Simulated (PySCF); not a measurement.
Isomers of C2H7NSeSi2. Computed with PySCF, PBE0-D3(BJ)/def2-SVP geometry optimisation, gas phase. One conformer each; no zero-point energy, no entropy. No frequencies were run at this level. Point groups hold within 0.08 Å.

Question: Order them by energy at this level, lowest first, and give relative energies in kJ/mol.
A. `[N:1]#[C:2][CH2:3][SiH2:4][Se:5][SiH3:6]` with C2–C3–Si4–Se5 63°, C3–Si4–Se5–Si6 -77°
B. `[CH:1]#[C:2][Si@H:3]([SeH:4])[SiH2:5][NH2:6]` with C2–Si3–Se4–H 73°, C2–Si3–Si5–N6 -39°, Si3–Si5–N6–H 45° and -173°

Answer: A (0.0), B (125.0).

As drawn, the lower has a C≡N group, which the higher lacks; the higher has a C≡C bond, an N–H bond and an Si–Si bond, which the lower lacks.

| SMILES | E (Eh) | E rel (kJ/mol) | dipole (D) | point group | A, B, C (MHz) |
| --- | --- | --- | --- | --- | --- |
| N#CC[SiH2][Se][SiH3] | -3114.49633 | 0.0 | 2.77 | C1 | 1894, 1164, 807.8 |
| C#C[Si@H]([SeH])[SiH2]N | -3114.44873 | 125.0 | 2.18 | C1 | 1913, 847.4, 624.9 |
